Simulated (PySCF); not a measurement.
CsF. Atoms are numbered in the order given.

```xyz
2

Cs     0.0000     0.0000    -0.3399
F      0.0000     0.0000     2.0769
```

Coordinates come from a B3LYP-D3(BJ)/def2-TZVPD optimisation. The def2 effective core potentials stand for the cores of Cs; spin–orbit coupling is left out.

Vertical ionisation energy (IE) and electron affinity (EA) in eV. Rows of orbital energies are one-electron estimates. Where ΔSCF, EOM or ADC give a negative EA the extra electron is unbound and the value depends on the basis.

```csv
level,IE,EA
"−ε(HOMO), −ε(LUMO), PBE0/def2-TZVPD (PySCF)",6.48,0.86
"−ε(HOMO), −ε(LUMO), HF/def2-TZVPD (PySCF)",11.05,0.02
```
